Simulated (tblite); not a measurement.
Species: C4H2F3 (doublet state).
SMILES: `C=[C]C(F)=C(F)F`

Calculated harmonic vibrations of the isolated species, GFN2-xTB (tblite), most abundant isotopes, no scaling. Errors from tens to a few hundred cm⁻¹ against measured bands are possible. Open shells enter through the occupations alone, without spin polarisation, and single modes of such species can be off by tens of per cent.

Harmonic wavenumbers (cm⁻¹): 96.3, 107.5, 162.2, 213.6, 233.8, 385.4, 406.4, 462.5, 464.9, 545.5, 711.7, 883.1, 931.0, 1041.1, 1211.5, 1231.6, 1376.5, 1514.7, 1967.5, 3000.7, 3013.6.

A = 4167, B = 2012, C = 1369 MHz; mass 107.011 u (most abundant isotopes); point group Cs, symmetry number 1; spin multiplicity 2.

Question: What is the zero-point energy?

Answer: Half the sum of the wavenumbers: 9981 cm⁻¹ = 119.39 kJ/mol.

Question: Give the ideal-gas entropy at 400 K and 1 bar in the rigid-rotor, harmonic-oscillator model (classical rotation).

Answer: Translation 173.24, rotation 119.68, vibration 100.99, spin (R ln 2) 5.76: S = 399.7 J/(mol K).

Question: And Cp and H(400 K) − H(0)?

Answer: Cp = 129.13 J/(mol K), of which vibrations give 95.88 (their classical limit is 21 R = 174.6); H(400 K) − H(0) = 34.70 kJ/mol without the zero-point energy, 21.40 from vibrations.

Question: Which modes carry the vibrational entropy at 400 K?

Answer: 96.3 cm⁻¹: 17.17; 107.5 cm⁻¹: 16.27; 162.2 cm⁻¹: 12.91; 213.6 cm⁻¹: 10.71; 233.8 cm⁻¹: 10.00; 385.4 cm⁻¹: 6.23 J/(mol K); the other 15 give 27.70 together.

Question: Blend soft modes into free rotors: weight 1/[1 + (100 cm⁻¹/ν̃)⁴] for the oscillator and the rest for a rotor with moment μB/(μ + B), μ = h/(8π²ν), B = 10⁻⁴⁴ kg m². What vibrational entropy results?

Answer: 97.22 J/(mol K) in place of 100.99, which changes −T·S at 400 K by +1.51 kJ/mol.

Question: What must be added to the electronic energy to get the Gibbs energy at 400 K and 1 bar?

Answer: ZPE + [H(400 K) − H(0)] − T·S = 119.39 + 34.70 − 159.87 = -5.78 kJ/mol.

Hindered rotation and anharmonicity are outside this model.
